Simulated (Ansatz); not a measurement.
Al(Me)(OH)(SeH) (CH5AlOSe), SMILES [SeH][Al]([OH])[CH3].

Geometry: PBE0-D3(BJ)/def2-SVP. The structure was generated by enumeration; whether it is a known compound was not checked. Other conformers were not sampled.

Two levels are set side by side: PBE/def2-SVPD (Ansatz, a program for electronic structure) and PBE0/def2-SVPD (Ansatz). Energy differences of separate SCF runs at the same geometry; the states with an electron removed or added have multiplicity 2 and 2. Differences are taken from unrounded values.

```tsv
quantity	PBE
vertical ionisation energy (eV)	9.27
vertical singlet–triplet gap (eV)	4.97
```

Question: These are the PBE values. What does PBE0 give? (Estimate from the structure and the level; the computed values follow.)

Answer: 
```tsv
quantity	PBE0	PBE minus PBE0
vertical ionisation energy (eV)	9.45	-0.18
vertical singlet–triplet gap (eV)	5.13	-0.15
```
